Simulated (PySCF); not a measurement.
**Rotational lines of SrIn⁺**

Lines J+1 ← J of the vibrational ground state, computed from RHF-CCSD(T) constants of SrIn⁺, ¹Σ⁺ (singlet), closed shell (Sr def2-SVP with ECP28, In def2-SVP with ECP28; scalar-relativistic core potentials (PySCF 2.14); masses 87.9056 and 114.9039 u), in MHz:

```json
{"J": "0", "ν (MHz)": "1415.2"}
{"J": "1", "ν (MHz)": "2830.5"}
{"J": "2", "ν (MHz)": "4245.7"}
{"J": "3", "ν (MHz)": "5660.9"}
{"J": "4", "ν (MHz)": "7076.1"}
```

Find B0 and the effective bond length r0; with αe = 8.87e-05 cm⁻¹, find Re.

ν = 2B0(J+1) − 4D(J+1)³ gives B0 = 0.023604 cm⁻¹. With the reduced mass μred = 49.804 u, r0 = √(16.8576/(μred·B0)) (u, cm⁻¹, Å) = 3.7868 Å. Be = B0 + αe/2 = 0.023648 cm⁻¹ gives Re = 3.783 Å.

Correlated steps freeze 4 core orbitals. Correlated levels converge slowly with the basis: in double zeta they bind strong bonds too weakly, by up to about 1 eV, and carry superposition errors of some tenths. Spin–orbit coupling is left out, which matters for elements this heavy, above all for dissociation energies. For an ion De counts to the pair picked by the measured ionisation energies or electron affinities, which need not be the lowest pair at this level. Where the molecule has an RHF reference, its open-shell atoms are computed with UHF.
